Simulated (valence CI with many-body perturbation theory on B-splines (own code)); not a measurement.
# Run record, Hg XV

Calculated by relativistic CI+MBPT: six valence electrons over a frozen Dirac-Fock core [Kr] 4d10 4f14, a basis of 9 s, 9 p, 8 d, 6 f, 3 g, 1 h functions for each j, with the one-electron correlation potential Σ1 (screened to all orders), the two-electron term Σ2, the three-electron term Σ3, Breit, model QED; selected single and double excitations, second order for the rest, scaled by the run's own slope (own B-spline code, finite nucleus).

Command, and the settings that its task file holds:

```sh
python run_cv.py task.json out
```

```
atom Hg  Z=80  mass_number=202  rms_radius_fm=5.4648
core [Kr] 4d10 4f14
valence 5s2 5p4
avg = 1
basis = M
breit = 1
cap = 60000
capref = 1200
cscale = 1
de = 0.0
dress = 0
eps = 2e-08
extrap = 1
h = 0.27
hh = 1
l2 = 3
lcore = 6
maxit = 60
n2 = 5
natural = 1
nlev = 35
nno = [5, 5, 5, 4, 2, 1]
nroot = 26
nsp = [4, 4, 3, 2, 1, 0]
pt2 = 1
qed = 1
rpa = 1
s1 = 1
s2 = 1
s3 = 1
screen = 1
tol = 2e-05
whole = 1
```

It took 2 min on 1 thread of Intel(R) Xeon(R) Processor @ 2.30GHz, with other jobs on the host.

Log. The first blocks belong to the next ion, which gives the ionisation energy. Fields: 2J, parity (1 odd), roots, reference size, generating configurations, candidates as configurations/state functions, variational space P, stored matrix elements, Davidson steps; e2 is the range of second-order energies in hartree. The first line gives the box (bohr), its intervals, the orbitals and the steps of their self-consistent field. Window is the range of levels sought, series limit the energy at which the first omitted orbital would enter, core excitation an estimate of the first excitation out of the core, left out the lowest levels not solved, and shifts from estimates the range by which levels moved from their first estimate, all in cm⁻¹.

```
rmax 12.6 intervals 62 orbitals 63 references ['5s2 5p4', '5s 5p5', '5s2 5p3 5d', '5p6', '5s 5p4 5d'] scf 6 t 1.5
2J=3 par=1 roots 2 ref 55 generators 8 cand 18544/157639 P 1532/5990 nnz 5e+06 it 5
2J=3 par=1 roots 2 ref 55 generators 21 cand 38259/338370 P 4399/20516 nnz 3.8e+07 it 6
   second order: generators 48 cand 74583/794149 e2 -0.00024 -0.00020
reference levels 735, estimated 4, window 194273 1/cm; series limit 1894680, core excitation 329789
2J=4 par=0 roots 2 ref 86 generators 9 cand 29234/579608 P 2175/11998 nnz 1.8e+07 it 5
2J=4 par=0 roots 2 ref 86 generators 19 cand 52065/1197087 P 4858/32881 nnz 8.4e+07 it 6
   second order: generators 47 cand 110858/3100287 e2 -0.00053 -0.00042
2J=0 par=0 roots 1 ref 32 generators 5 cand 16943/82427 P 2825/5915 nnz 3.5e+06 it 5
2J=0 par=0 roots 1 ref 32 generators 10 cand 26345/127002 P 4700/11170 nnz 7.3e+06 it 5
   second order: generators 26 cand 76375/505285 e2 -0.00027 -0.00027
2J=2 par=0 roots 1 ref 65 generators 6 cand 23802/322269 P 2159/11559 nnz 1.8e+07 it 5
2J=2 par=0 roots 1 ref 65 generators 12 cand 43421/727214 P 3331/21272 nnz 4.1e+07 it 5
   second order: generators 30 cand 88549/1874650 e2 -0.00043 -0.00043
left out: unestimated 385981, estimated none, shifts from estimates -132 to 3
operators 8.2
```

The Davidson iterations converged.

No measured spectrum was set against this ion. As an estimate, levels hold to about 250 cm⁻¹ or 0.2 % of their energy and the worst to 1 %, as in measured heavy ions of charge 2 to 7. Only levels of the ground parity were solved; by the run's estimate the other parity begins above the list, which can be wrong where configurations are misplaced.

| Item | Value |
| --- | --- |
| Valence energy | -91.50035 hartree |
| Ionisation energy | 323.15 eV (NIST: 332 ± 16 eV (theoretical)) |
| Reference configurations for the orbitals | 5s2 5p4, 5s 5p5, 5s2 5p3 5d, 5p6, 5s 5p4 5d |
| Radial orbitals | 63 |
| Box radius | 12.56 bohr |
| Largest variational space | 32881 |
| Lowest levels | (5s^2 5p1/2^2 5p3/2^2) J=2 0.0, (5s^2 5p1/2^2 5p3/2^2) J=0 30562, (5s^2 5p1/2 5p3/2^3) J=1 178090, (5s^2 5p1/2 5p3/2^3) J=2 194280 cm⁻¹ |

Levels are named by their leading jj configuration (3d3/2^4 stands for four electrons in 3d with j = 3/2), which in mixed levels can hold well under half, so a name can repeat and another be missing.
